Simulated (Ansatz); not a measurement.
Start from `O[Si](O)(O)[O][Sn]([Cl])([Cl])[Cl]` and change one atom or group to get `CO[SiH](C)O[Si](O)(O)O`.

Ansatz, PBE0-D4/def2-TZVP geometries, multiplicity 1. Each molecule was computed in one conformer, which needn't be the lowest.

Elements past krypton have def2 core potentials.

```json
{"property": "LUMO energy (PBE/def2-TZVPP) / eV", "`O[Si](O)(O)[O][Sn]([Cl])([Cl])[Cl]`": "-3.57"}
{"property": "size of the dipole moment (PBE/def2-TZVPP) / D", "`O[Si](O)(O)[O][Sn]([Cl])([Cl])[Cl]`": "2.16"}
{"property": "LUMO energy (B3LYP/def2-TZVPP) / eV", "`O[Si](O)(O)[O][Sn]([Cl])([Cl])[Cl]`": "-2.96"}
{"property": "HOMO–LUMO gap (ωB97M-V/def2-TZVPP) / eV", "`O[Si](O)(O)[O][Sn]([Cl])([Cl])[Cl]`": "11.13"}
{"property": "HOMO energy (B3LYP/def2-TZVPP) / eV", "`O[Si](O)(O)[O][Sn]([Cl])([Cl])[Cl]`": "-9.08"}
{"property": "HOMO energy (PBE/def2-TZVPP) / eV", "`O[Si](O)(O)[O][Sn]([Cl])([Cl])[Cl]`": "-7.63"}
```

(1) What does the change do to each property? (Best estimate.)

Answers

(1) Ansatz gave: 
```tsv
property	`CO[SiH](C)O[Si](O)(O)O`	shift
LUMO energy (PBE/def2-TZVPP) / eV	-0.43	3.14
size of the dipole moment (PBE/def2-TZVPP) / D	1.15	-1.01
LUMO energy (B3LYP/def2-TZVPP) / eV	0.07	3.03
HOMO–LUMO gap (ωB97M-V/def2-TZVPP) / eV	12.36	1.23
HOMO energy (B3LYP/def2-TZVPP) / eV	-7.91	1.17
HOMO energy (PBE/def2-TZVPP) / eV	-6.60	1.03
```

With PBE0 the HOMO rises by 1.24 eV and the LUMO rises by 3.11 eV, so the gap widens by about 1.87 eV. PBE moves the HOMO by 1.03 eV and ωB97M-V by 1.24 eV. Dipoles are sizes alone; their direction can turn.

B3LYP here is the variant with VWN-RPA as its local correlation; programs differ in this.
